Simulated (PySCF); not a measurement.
Al(F)(H)(OSiH3) (AlFH4OSi), SMILES [F][AlH][O][SiH3]. Atoms are numbered in the order given.

```xyz
8

Al    -0.3622     1.1599     0.6264
F      1.0659     1.7122     1.2751
H     -1.6660     1.9899     0.8463
O     -0.3478    -0.2819    -0.2486
Si    -0.0416    -1.7006    -1.0433
H     -1.0826    -2.7083    -0.6908
H      1.2972    -2.2379    -0.6634
H     -0.0691    -1.4686    -2.5163
```
Charge 0, spin multiplicity 1.

The structure is a stationary point at B3LYP-D3(BJ)/def2-SVP. The values are those of a single conformer.

The numbers are results of KT2/pcSseg-1 run with PySCF, not measurements.

GIAO shieldings, no solvent; atoms alike by connectivity are averaged. δ = σ(ref) − σ: ¹⁹F against CFCl3 (σ = 127.1 ppm); ¹H against TMS (σ = 31.47 ppm); ¹⁷O against H2O (σ = 330.4 ppm); ²⁹Si against TMS (σ = 361.9 ppm), references at their B3LYP-D3(BJ)/def2-TZVP geometries, non-relativistic.

```csv
atoms,nucleus,count,δ (ppm)
F2,¹⁹F,1,[?]
"H6, H7, H8",¹H,3,5.58
H3,¹H,1,4.50
O4,¹⁷O,1,43.4
Si5,²⁹Si,1,[?]
```

Q: Some entries are withheld; supply them. (The exact figures need the calculation; the answer reports its results.)

A: 
- Si5, δ (ppm): -35.5
- F2, δ (ppm): -174.9
